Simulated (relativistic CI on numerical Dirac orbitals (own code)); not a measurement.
# How well does a small relativistic CI reproduce Ti5+?

Calculated at this level of theory: Dirac-Coulomb-Breit CI, orbitals from a KLI potential per configuration, a model potential for QED, valence Slater integrals scaled by 0.85, P86 correlation estimate, and configurations built on the next ion tied to the tabulated ionisation energy (semi-empirical) (own radial code, finite nucleus).

Configurations in the expansion (outside the closed core [Ne]): 3s2 3p5, 3s2 3p4 3d, 3s2 3p4 4s, 3s2 3p4 4p, 3s2 3p4 4d, 3s2 3p4 5s, 3s2 3p4 4f, 3s 3p6, 3s2 3p3 3d2, 3s 3p5 3d, 3p5 3d2, 3p6 3d, 3s 3p4 3d2, 3s2 3p4 5p, 3s 3p5 4s, 3s2 3p4 5d, 3s2 3p4 5f, 3s2 3p4 5g, 3s 3p5 4p, 3s2 3p3 3d 4s, 3s 3p5 4d, 3s2 3p3 3d 4p, 3s 3p5 4f, 3s 3p5 5s. Levels of other configurations are missing.

```csv
Configuration,Term (tabulated),J,Measured (cm⁻¹),Computed,Error,Purity (%)
3s2 3p5,2P°,3/2,0.0,0,0,97
3s2 3p5,2P°,1/2,5829.0,5808,-21,97
3s 3p6,2S,1/2,196628.0,204030,7402,70
3s2 3p4 3d,2P,1/2,288412.0,280564,-7848,97
3s2 3p4 3d,2P,3/2,291890.0,284017,-7873,59
3s2 3p4 3d,2D,3/2,298991.0,290493,-8498,74
3s2 3p4 3d,4P,1/2,301417.0,288504,-12913,97
3s2 3p4 3d,2D,5/2,302386.0,293432,-8954,95
3s2 3p4 3d,2D,3/2,352625.0,343625,-9000,97
3s2 3p4 3d,2D,5/2,354340.0,344903,-9437,97
3s2 3p4 3d,2P,3/2,391583.0,386731,-4852,95
3s2 3p4 3d,2P,1/2,393644.0,388906,-4738,98
3s2 3p4 3d,2D,5/2,399231.0,391834,-7397,97
3s2 3p4 3d,2D,3/2,404123.0,396926,-7197,94
3s2 3p4 4s,4P,5/2,492126.0,494222,2096,98
3s2 3p4 4s,4P,3/2,495380.0,497499,2119,92
3s2 3p4 4s,4P,1/2,497389.0,499562,2173,98
3s2 3p4 4s,2P,3/2,502571.0,504390,1819,90
3s2 3p4 4s,2P,1/2,506432.0,508280,1848,98
3s2 3p4 4s,2D,5/2,518797.0,520797,2000,98
3s2 3p4 4s,2D,3/2,518914.0,520921,2007,96
3s2 3p4 4s,2S,1/2,548995.0,552390,3395,97
3s2 3p4 4d,2D,3/2,651960.0,655155,3195,61
3s2 3p4 4d,4F,5/2,653766.0,657071,3305,69
3s2 3p4 4d,2P,3/2,658339.0,661856,3517,88
3s2 3p4 4d,2S,1/2,668630.0,671934,3304,94
3s2 3p4 4d,2P,3/2,671096.0,674227,3131,96
3s2 3p4 4d,2D,3/2,675207.0,678410,3203,98
3s2 3p4 4d,2D,3/2,704270.0,708643,4373,98
3s2 3p4 5s,2P,1/2,714742.0,717048,2306,94
3s2 3p4 5s,2D,3/2,731453.0,733657,2204,97
```

Measured levels from Corliss and Sugar, J. Phys. Chem. Ref. Data 8, 1 (1979); pairs were made by configuration, J and term (by order where the table uses no LS term), so strongly mixed levels may be paired wrongly.

Mean error by configuration (cm⁻¹): 3s2 3p5 -21; 3s 3p6 7402; 3s2 3p4 3d -8064; 3s2 3p4 4s 2182; 3s2 3p4 4d 3433; 3s2 3p4 5s 2255. Over the excited levels the mean absolute error is 4738 cm⁻¹ (30 of the 39 excited levels that our extract of the source holds in range could be paired, and the others can miss by more), and the median relative error of those above 1,000 cm⁻¹ is 0.52 %.
